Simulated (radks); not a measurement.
Values are calculated unless marked as measured or tabulated.
These are the eigenvalues of the occupied orbitals of an atom or ion with whole-number occupations (eV). Level of theory: Dirac Kohn-Sham, SOGGA, spin-unpolarised, spherical densities, point nucleus (a radial shooting solver on a logarithmic mesh with Libxc functionals).

| orbital | eigenvalue |
|---|---|
| 1s1/2 | -17848.13 |
| 2s1/2 | -2509.850 |
| 2p1/2 | -2301.572 |
| 2p3/2 | -2215.806 |
| 3s1/2 | -446.7500 |
| 3p1/2 | -369.2304 |
| 3p3/2 | -355.5542 |
| 3d3/2 | -218.7979 |
| 3d5/2 | -216.2963 |
| 4s1/2 | -95.4091 |
| 4p1/2 | -73.9801 |
| 4p3/2 | -72.0507 |

Which element is it, and in what charge state? The configuration may be excited. Open shells, if any, are shared by 2j + 1.

Answer. Z = 40, zirconium, charge +4: Zr4+ in [Kr]. The list shows which subshells hold electrons but not how many an open one holds; the 1s level, -655.91 hartree, gives Z - s = 36.2 by -(Z - s)^2/2, which with screening and relativity narrows Z to a few neighbours, and the depths of the outer levels then fix element, charge and occupations together.
